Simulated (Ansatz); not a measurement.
Consider the formal hydrolysis of a B–B bond: `BB(N)O` + H₂O → `NB(O)O` + BH₃.

Isolated molecules relaxed with PBE0-D4/def2-TZVP in Ansatz; ΔE leaves out vibrations. CCSD(T)/CBS adds triple-zeta CCSD(T) − MP2 to the extrapolated MP2 energy (def2 sets, frozen cores). This one scheme is used for every species. Each species was taken in one conformer, which may not be the lowest.

| species | CCSD/CBS(def2) energy (Eh) |
| --- | --- |
| `BB(N)O` | -182.50735 |
| H₂O | -76.37179 |
| `NB(O)O` | -232.38173 |
| BH₃ | -26.54949 |

Problem. Work out ΔE.

Solution. ΔE = (-232.38173) + (-26.54949) − (-182.50735) − (-76.37179) = -0.05208 Eh = -136.7 kJ/mol. CCSD(T)/CBS gives -133.7 kJ/mol.

Largest T1 diagnostic among the species: 0.013.

From r2SCAN to r2SCAN0 (25 % exact exchange), in def2-TZVPP and without D4, ΔE moves by −5.0 kJ/mol. Leaving LDA and LC-ωPBE aside and taking each functional with its dispersion term where it has one, the values, not all of them listed here, spread over 28.4 kJ/mol, from BHLYP-D4 to revPBE-D4. LDA lies −5.6 kJ/mol from PBE without D4. At CCSD(T), def2-SVP lies −20.9 kJ/mol from the extrapolated value and def2-TZVPP −4.0 kJ/mol.
